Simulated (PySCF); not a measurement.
An equivalent PySCF input for Xe⁺ (xenon, charge +1), [Kr] 4d10 5s2 5p5, 2P determinant, with scalar relativity through the core potential:

```python
from pyscf import gto, scf, dft, mp, cc
import basis_set_exchange as bse
txt = bse.get_basis("cc-pVTZ-PP", elements=["Xe"], fmt="nwchem", header=False)
cut = txt.index("\nECP")
mol = gto.M(atom="Xe 0 0 0", charge=1, spin=1, symmetry="D2h",
            basis=gto.basis.parse(txt[:cut]),
            ecp={"Xe": gto.basis.parse_ecp(txt[cut:])})
mf = dft.UKS(mol, xc="M062X")
mf.irrep_nelec = {'Ag': (4, 4), 'B1g': (1, 1), 'B2g': (1, 1), 'B3g': (1, 1), 'B1u': (2, 2), 'B2u': (2, 2), 'B3u': (2, 1)}
mf.kernel()
```

It reaches the same state as the run whose output follows, with an energy that differs only through the grid. The run itself started from symmetry-adapted Hartree-Fock orbitals and held the occupation by maximum overlap, on a logarithmic radial grid, so the iterations belong to that start.

```
SCF conv_tol = 1e-09
number electrons alpha = 13  beta = 12
XC functionals = M062X
    Y. Zhao and D. G. Truhlar.,  Theor. Chem. Acc. 120, 215 (2008)
    Y. Zhao and D. G. Truhlar.,  Theor. Chem. Acc. 120, 215 (2008)
cycle= 1 E= -328.841360653392  delta_E= -0.00631  |g|= 0.0145  |ddm|= 0.265
cycle= 2 E= -328.841488091964  delta_E= -0.000127  |g|= 0.00282  |ddm|= 0.0329
cycle= 3 E= -328.841494009247  delta_E= -5.92e-06  |g|= 0.000243  |ddm|= 0.00739
cycle= 4 E= -328.8414940521  delta_E= -4.29e-08  |g|= 3.37e-05  |ddm|= 0.000546
cycle= 5 E= -328.841494052556  delta_E= -4.56e-10  |g|= 1.17e-05  |ddm|= 9.81e-05
converged SCF energy = -328.841494052556  <S^2> = 0.75407249  2S+1 = 2.0040684
```

Energies and moments cover only the electrons outside the core potential.
